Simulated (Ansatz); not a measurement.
The cluster Pt₂H₄, relaxed as a singlet with RKS B3LYP-D4/def2-TZVP in Ansatz, starting from the GFN1-xTB geometry. Force threshold 0.02 eV/Å.

In the def2 sets Pt takes a core potential; there is no spin–orbit coupling. The restricted singlet is unstable towards broken spin symmetry in Hartree–Fock (as tested in another run); at B3LYP-D4/def2-TZVP this wasn't settled. In the singlet, H3 and H5 lie 0.80 Å apart, H4 and H6 lie 0.80 Å apart (atoms count from 1), so H2 has formed as a molecule. Another isomer (singlet) lies 2.63 eV lower at PBE0-D4/def2-TZVP; other spin states weren't run for this one.

Start:

```tsv
atom	x (Å)	y (Å)	z (Å)
Pt1	0.923	-0.275	-0.239
Pt2	-1.151	0.331	0.358
H3	2.618	-0.751	-0.703
H4	-2.950	0.719	0.484
H5	3.256	-0.955	-1.073
H6	-2.696	0.931	1.173
```

Task: Estimate the energy that the relaxation releases and the steps that it takes.

Result: 59.3 kJ/mol, in 19 steps; 28 s on 4 threads of Arm Neoverse V2 on a shared host. No frequencies were taken in this run, so the end may be a saddle point.

Task: Does the start keep its bonding?

Result: Bonds formed: Pt1–H5 (atoms count from 1).

Task: Predict the relaxed structure.

Result: 
```xyz
6

Pt    1.100   -0.322   -0.320
Pt   -1.111    0.322    0.318
H     2.832   -1.063   -0.493
H    -2.959    0.525    0.583
H     2.793   -0.574   -1.127
H    -2.654    1.113    1.039
```
Bond lengths (bridged metal pairs left out): 1 × Pt–Pt 2.39 Å; 4 × H–Pt 1.88 to 1.89 Å.
